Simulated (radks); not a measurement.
The mercury ion Hg39+, 41 electrons, occupied as [Kr] 4d5 (the NIST ground configuration). Method: scalar-relativistic Kohn-Sham, PBEsol, spin-polarised, spherical densities, finite nucleus; open shells are filled with parallel spins first (spin-orbit coupling, left out, can overturn this in heavy ions); Fermi nuclear charge, rms radius 5.4648 fm; computed with a radial shooting solver on a logarithmic mesh with Libxc functionals.

Radial electron density D(r) = 4 pi r^2 rho(r):

```
   r/bohr * D(r) (the largest magnitude, 150, reaches the edge; | marks zero)
0.0008982 |  *
 0.001142 |    *
 0.001452 |      *
 0.001845 |         *
 0.002346 |            *
 0.002982 |                *
 0.003791 |                     *
 0.004858 |                           *
 0.006176 |                                 *
 0.007851 |                                     *
 0.009981 |                                        *
  0.01269 |                                       *
  0.01613 |                                     *
   0.0205 |                                   *
  0.02607 |                                     *
  0.03314 |                                            *
  0.04212 |                                                    *
  0.05355 |                                                      *
  0.06808 |                                                *
  0.08654 |                                         *
     0.11 |                                            *
   0.1399 |                                                 *
   0.1778 |                                        *
   0.2278 |                       *
   0.2896 |                 *
   0.3682 |                  *
   0.4681 |           *
    0.595 |  *
   0.7564 *
   0.9616 *
    1.222 *
```

D(r) has 4 maxima, at r = 0.0110, 0.0506, 0.140, 0.343 bohr, and minima at 0.0213, 0.0915, 0.285 bohr, inside which lie 1.88, 10.97, 29.37 electrons.
